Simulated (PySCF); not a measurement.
Cl$_{5}$W, doublet, geometry from GFN2-xTB (such geometries of metal compounds can be far from the true shape) (core potentials on Cl, W); DF-B3LYP/LANL2DZ (PySCF).

PySCF was given this input:
```python
from pyscf import gto, scf, dft

mol = gto.M(
    atom='''
W    -0.00000000    0.00000000   -0.00000000
Cl    1.84552708   -0.40817670   -1.16797303
Cl    0.96233500   -0.98148675    1.86360069
Cl   -0.96233500    0.98148675   -1.86360069
Cl   -1.63595757   -1.50250559    0.05347170
Cl   -0.20956952    1.91068230    1.11450133
''',
    basis='lanl2dz',
    ecp={'Cl': 'lanl2dz', 'W': 'lanl2dz'},
    spin=1,
    verbose=4,
)

mf = dft.UKS(mol)
mf.xc = 'b3lyp'
mf = mf.density_fit(auxbasis='def2-universal-jkfit')
mf.kernel()
mf.analyze()
```

Task: What does PySCF print? Leave out banner, timings and long lists.

Result: 
```
PySCF version 2.14.0

[INPUT] verbose = 4
[INPUT] num. atoms = 6
[INPUT] num. electrons = 49
[INPUT] charge = 0
[INPUT] spin (= nelec alpha-beta = 2S) = 1
[INPUT] symmetry False subgroup None
[INPUT] Mole.unit = angstrom
[INPUT] Symbol           X                Y                Z      unit          X                Y                Z       unit  Magmom
[...]
nuclear repulsion = 189.10096151324
number of shells = 27
number of NR pGTOs = 98
number of NR cGTOs = 62
basis = lanl2dz
ecp = {'Cl': 'lanl2dz', 'W': 'lanl2dz'}

******** <class 'pyscf.df.df_jk.DFUKS'> ********
method = DFUKS
initial guess = minao
damping factor = 0
level_shift factor = 0
DIIS = <class 'pyscf.scf.diis.CDIIS'>
diis_start_cycle = 1
diis_space = 8
diis_damp = 0
SCF conv_tol = 1e-09
SCF conv_tol_grad = None
SCF max_cycles = 50
direct_scf = False
number electrons alpha = 25  beta = 24
XC library pyscf.dft.libxc version 7.1.2
    S. Lehtola, C. Steigemann, M. J. T. Oliveira, and M. A. L. Marques,  SoftwareX 7, 1–5 (2018)
XC functionals = b3lyp
    P. J. Stephens, F. J. Devlin, C. F. Chabalowski, and M. J. Frisch,  J. Phys. Chem. 98, 11623 (1994)
radial grids:
    Treutler-Ahlrichs [JCP 102, 346 (1995); DOI:10.1063/1.469408] (M4) radial grids

becke partition: Becke, JCP 88, 2547 (1988); DOI:10.1063/1.454033
pruning grids: <function nwchem_prune>
grids dens level: 3
symmetrized grids: False
atomic radii adjust function: <function treutler_atomic_radii_adjust>
small_rho_cutoff = 0
Set gradient conv threshold to 3.16228e-05
tot grids = 118712
******** <class 'pyscf.df.df.DF'> ********
auxbasis = def2-universal-jkfit
init E= -132.380513919376

cycle= 1 E= -139.271508742769  delta_E= -6.89  |g|= 2.05  |ddm|=  7.1
cycle= 2 E= -134.618759275588  delta_E= 4.65  |g|= 2.54  |ddm|= 6.53
cycle= 3 E= -141.028719453976  delta_E= -6.41  |g|= 1.38  |ddm|= 4.54
cycle= 4 E= -142.571426044419  delta_E= -1.54  |g|= 0.399  |ddm|= 1.78
cycle= 5 E= -142.621221049183  delta_E= -0.0498  |g|= 0.317  |ddm|= 0.99
cycle= 6 E= -142.69715475586  delta_E= -0.0759  |g|= 0.019  |ddm|= 0.418
cycle= 7 E= -142.697161763449  delta_E= -7.01e-06  |g|= 0.0211  |ddm|= 0.0463
cycle= 8 E= -142.697477289884  delta_E= -0.000316  |g|= 0.00698  |ddm|= 0.0285
cycle= 9 E= -142.697515713057  delta_E= -3.84e-05  |g|= 0.00197  |ddm|= 0.0095
cycle= 10 E= -142.697517859674  delta_E= -2.15e-06  |g|= 0.00102  |ddm|= 0.00295
cycle= 11 E= -142.69751863335  delta_E= -7.74e-07  |g|= 0.000255  |ddm|= 0.00163
[...]
converged SCF energy = -142.697516707371  <S^2> = 0.75432924  2S+1 = 2.0043246
Total Energy =                        -142.697516707371477
[...]
DFT Exchange-Correlation Energy =      -22.115683410550567
**** MO energy ****
                             alpha | beta                alpha | beta
[...]
spin_pop of  0 W 5s        0.00006
spin_pop of  0 W 6s        0.00776
spin_pop of  0 W 7s        0.00033
spin_pop of  0 W 5px       0.00001
spin_pop of  0 W 5py       0.00000
spin_pop of  0 W 5pz       0.00001
spin_pop of  0 W 6px      -0.00014
spin_pop of  0 W 6py       0.00063
spin_pop of  0 W 6pz       0.00004
spin_pop of  0 W 7px      -0.00080
spin_pop of  0 W 7py      -0.00045
spin_pop of  0 W 7pz      -0.00060
spin_pop of  0 W 5dxy      0.15817
spin_pop of  0 W 5dyz      0.02867
spin_pop of  0 W 5dz^2     0.40726
spin_pop of  0 W 5dxz      0.15122
spin_pop of  0 W 5dx2-y2    0.07126
spin_pop of  0 W 6dxy     -0.00199
spin_pop of  0 W 6dyz     -0.00096
spin_pop of  0 W 6dz^2    -0.00528
spin_pop of  0 W 6dxz     -0.00215
spin_pop of  0 W 6dx2-y2   -0.00125
spin_pop of  1 Cl 3s        0.00081
spin_pop of  1 Cl 4s       -0.00007
spin_pop of  1 Cl 3px       0.00152
spin_pop of  1 Cl 3py       0.00797
spin_pop of  1 Cl 3pz       0.04018
spin_pop of  1 Cl 4px       0.00150
spin_pop of  1 Cl 4py       0.00220
spin_pop of  1 Cl 4pz       0.01047
spin_pop of  2 Cl 3s        0.00068
spin_pop of  2 Cl 4s       -0.00012
spin_pop of  2 Cl 3px       0.04703
spin_pop of  2 Cl 3py      -0.00738
spin_pop of  2 Cl 3pz       0.01575
spin_pop of  2 Cl 4px       0.00911
spin_pop of  2 Cl 4py      -0.00146
spin_pop of  2 Cl 4pz       0.00339
spin_pop of  3 Cl 3s        0.00068
spin_pop of  3 Cl 4s       -0.00012
spin_pop of  3 Cl 3px       0.04710
spin_pop of  3 Cl 3py      -0.00745
spin_pop of  3 Cl 3pz       0.01575
spin_pop of  3 Cl 4px       0.00917
spin_pop of  3 Cl 4py      -0.00146
spin_pop of  3 Cl 4pz       0.00334
spin_pop of  4 Cl 3s        0.00033
spin_pop of  4 Cl 4s        0.00001
spin_pop of  4 Cl 3px      -0.00600
spin_pop of  4 Cl 3py      -0.00706
spin_pop of  4 Cl 3pz       0.00437
spin_pop of  4 Cl 4px      -0.00057
spin_pop of  4 Cl 4py      -0.00056
spin_pop of  4 Cl 4pz       0.00156
spin_pop of  5 Cl 3s        0.00037
spin_pop of  5 Cl 4s        0.00000
spin_pop of  5 Cl 3px      -0.00312
spin_pop of  5 Cl 3py      -0.00745
spin_pop of  5 Cl 3pz       0.00629
spin_pop of  5 Cl 4px      -0.00009
spin_pop of  5 Cl 4py      -0.00055
spin_pop of  5 Cl 4pz       0.00211
In total            25.00000 | 24.00000
Dipole moment(X, Y, Z, Debye): -0.29935,  0.04340,  0.17740
```
